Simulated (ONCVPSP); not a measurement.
tin (Sn) ONCV: all-electron and pseudo phase curves

Sn, optimised norm-conserving Vanderbilt (ONCV), made with ONCVPSP 4.0.1 (PBE, non-relativistic). Core [Ar] 3d10, reference 4s2 4p6 4d10 5s2 5p1 (charge +1). Waves: 4s+5s: rc 1.40 bohr, ncon 5, nbas 9, qcut 10 1/bohr, 2 projectors; 4p+5p: rc 1.70 bohr, ncon 3, nbas 8, qcut 8.2 1/bohr, 3 projectors, debl 3.9 Ha; 4d: rc 1.05 bohr, ncon 5, nbas 10, qcut 10.5 1/bohr, 2 projectors, debl 1.7 Ha. Local part: polynomial inside 1.00 bohr (lpopt 5, dvloc0 0 Ha). Core correction: Teter function, fcfact 4, rcfact 1.35.

The phase is arctan(r·R′/R) of the radial function R(r), unwrapped; energies in Ha, scanned from -6 to 5 Ha. A pole is an energy at which the radial function vanishes at the test radius. The pseudo phase is shifted by a multiple of π to meet the all-electron one at the reference energy, and phase errors are pseudo minus all-electron; the curves can meet again beyond the range given. Levels narrower than the energy grid can be missing from the lists of poles.

**Question.** For each channel, where are the poles, and over which energies does the pseudopotential scatter like the atom?

**Answer.**

| channel | radius (bohr) | reference energy (Ha) | poles, all-electron | poles, pseudo | unbroken range about the reference energy with phases within 0.05 rad | phase error 1 Ha above the reference energy (rad) |
| --- | --- | --- | --- | --- | --- | --- |
| s | 1.42 | -0.62 | -4.30 | -4.30 | the whole range | -0.000 |
| p | 1.73 | -0.38 | -3.33, 4.67 | -3.33, 4.67 | the whole range | -0.000 |
| d | 1.06 | -1.29 | 3.06 | 3.06 | the whole range | -0.000 |

Phases in the p channel:

```
E (Ha)  all-electron  pseudo
 -5.96         1.320   1.320
 -5.68         1.306   1.306
 -5.40         1.290   1.290
 -5.12         1.268   1.268
 -4.84         1.238   1.238
 -4.56         1.193   1.193
 -4.28         1.109   1.109
 -4.00         0.885   0.885
 -3.72        -0.427  -0.427
 -3.44        -1.468  -1.468
 -3.16        -1.662  -1.662
 -2.88        -1.746  -1.746
 -2.60        -1.802  -1.802
 -2.32        -1.849  -1.849
 -2.04        -1.896  -1.896
 -1.76        -1.946  -1.946
 -1.48        -2.006  -2.006
 -1.20        -2.082  -2.082
 -0.92        -2.182  -2.182
 -0.64        -2.324  -2.324
 -0.36        -2.534  -2.534
 -0.08        -2.842  -2.842
  0.20        -3.241  -3.241
  0.48        -3.634  -3.634
  0.76        -3.933  -3.933
  1.04        -4.135  -4.135
  1.32        -4.271  -4.271
  1.60        -4.366  -4.366
  1.88        -4.436  -4.436
  2.16        -4.490  -4.490
  2.44        -4.532  -4.532
  2.72        -4.567  -4.567
  3.00        -4.596  -4.596
  3.28        -4.621  -4.621
  3.56        -4.643  -4.643
  3.84        -4.662  -4.662
  4.12        -4.681  -4.681
  4.40        -4.697  -4.697
  4.68        -4.713  -4.713
  4.96        -4.728  -4.728
```
